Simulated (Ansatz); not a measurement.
```yaml
crystal:
  periodic: [false, false, false]
  atoms:
    - {symbol: Co, position_ang: [0.025191, 0.054525, -1.158296]}
    - {symbol: P, position_ang: [-0.021801, -0.045202, 1.574510]}
    - {symbol: H, position_ang: [1.429832, -0.639830, 2.403026]}
    - {symbol: H, position_ang: [-1.260190, -1.048790, 2.340859]}
    - {symbol: H, position_ang: [-0.267694, 1.476468, 2.461929]}
    - {symbol: Cl, position_ang: [-0.029374, -0.051334, -4.020507]}
    - {symbol: Cl, position_ang: [2.901127, 0.070058, -0.968969]}
    - {symbol: Cl, position_ang: [-2.858371, 0.092495, -0.843375]}
    - {symbol: Cl, position_ang: [0.042829, 2.924478, -1.018338]}
    - {symbol: Cl, position_ang: [0.038462, -2.832867, -0.770839]}
basis:
  gaussian: {orbitals: def2-mTZVP}
total_charge: -2
hamiltonian: {xc: {name: HSE06}, dispersion: d4}
scf: {lower_state_search: light}
output: {forces: true}
```

```sh
$ ansatz run in.yaml --threads 4 --pin off --events-out ev --progress --plain --max-ram 8704MiB
```

It prints (some lines left out):

```
Functional definition: HSE06
1566 factors; integrals over basis functions are off by at most 4.4e-4 eV
140 factors; integrals over basis functions are off by at most 3.8e-7 eV
mean field evaluation 1: about -109426.0891 eV, gradient 2.7e2 eV
mean field evaluation 2: about -108080.4033 eV, gradient 1.0e3 eV
mean field evaluation 4: about -109164.8031 eV, gradient 4.3e2 eV
mean field evaluation 8: about -109542.5457 eV, gradient 1.8e1 eV
mean field evaluation 16: about -109547.0326 eV, gradient 8.2e-5 eV
mean field evaluation 32: about -109546.5432 eV, gradient 4.2e0 eV
mean field -109547.03259211 eV, -4025.7791941145 hartree, gradient 9.2e-6 eV, S^2 0.000000; 6 other end points of the search recorded, 0 dependent functions left out
reference -109547.03264497 eV, -4025.7791960572 hartree; 66, 66 occupied and 108, 108 virtual orbitals, 1566 factors
Total energy: -109547.40392074 eV, -4025.7928401899 hartree
Atom 0 at     0.025191     0.054525    -1.158296 Å, force     0.023811     0.051152    -0.370656 eV/Å
Atom 1 at    -0.021801    -0.045202     1.574510 Å, force    -0.076843    -0.178629     2.844036 eV/Å
Atom 2 at     1.429832    -0.639830     2.403026 Å, force    -2.904828     1.175701    -1.448182 eV/Å
Atom 3 at    -1.260190    -1.048790     2.340859 Å, force     2.509224     2.024147    -1.358137 eV/Å
Atom 4 at    -0.267694     1.476468     2.461929 Å, force     0.480853    -3.008975    -1.537487 eV/Å
Atom 5 at    -0.029374    -0.051334    -4.020507 Å, force     0.035497     0.069000     1.727564 eV/Å
Atom 6 at     2.901127     0.070058    -0.968969 Å, force    -1.597849    -0.012495     0.054530 eV/Å
Atom 7 at    -2.858371     0.092495    -0.843375 Å, force     1.553394    -0.028523     0.016394 eV/Å
Atom 8 at     0.042829     2.924478    -1.018338 Å, force    -0.011101    -1.619197     0.069475 eV/Å
Atom 9 at     0.038462    -2.832867    -0.770839 Å, force    -0.012159     1.527819     0.002462 eV/Å
Dipole moment:    -0.010984    -0.024760     1.547686 e Å
```

Hardware: 4 threads of Arm Neoverse N1 on a shared host. Wall time 32 s, peak host memory 0.7 GiB.

HSE06 is defined as in plane-wave codes, on full-range PBE exchange. A multiply charged anion in the gas phase is held together partly by the finite basis. The highest occupied level of an anion often lies above zero with these methods, and sets without diffuse functions describe the outer electron poorly.

The dipole of an ion depends on the origin.
